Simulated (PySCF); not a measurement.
Excitations are Tamm–Dancoff values on a coarser integration grid. The basis has no diffuse functions, so Rydberg states are missing or too high.

Z-matrix (Å, degrees):
```
C
C 1 1.4246
C 2 1.3853 1 119.65
H 3 1.1002 2 121.14 1 -180.00
H 2 1.1017 3 120.38 4 -0.01
C 3 1.4242 4 120.00 2 -180.00
N 6 1.3223 3 123.83 4 179.99
C 7 1.3680 6 118.01 3 0.01
H 6 1.1057 7 116.67 8 -179.99
C 8 1.4227 7 118.02 6 180.00
H 10 1.1006 8 117.00 7 0.01
C 10 1.4017 11 121.16 8 179.99
C 12 1.4376 10 117.82 11 -180.00
C 13 1.3926 12 123.06 10 0.00
H 13 1.1023 14 119.51 1 -180.00
B 12 1.5448 10 120.68 11 -0.01
H 16 1.2171 12 120.00 10 0.07
H 16 1.2179 17 119.69 12 179.97
Si 14 1.8922 13 119.45 15 -0.05
H 19 1.5019 14 108.06 13 0.26
H 19 1.5063 20 109.32 15 -121.55
H 19 1.5063 20 109.32 21 -117.32
```
Charge 0, spin multiplicity 1.

Task: What S1–T1 gap (TDA), LUMO, T1 excitation (TDA), S1 excitation (TDA) and brightest of the four lowest singlets (TDA) does PBE-D3(BJ)/def2-TZVP // PBE-D3(BJ)/def2-SVP in PySCF give?

Result: 
The S1–T1 gap (TDA) is 0.29 eV and the LUMO is -3.41 eV. The T1 excitation (TDA) comes out as 2.60 eV and the S1 excitation (TDA) is 2.88 eV. The brightest of the four lowest singlets (TDA) is 3.99 eV.
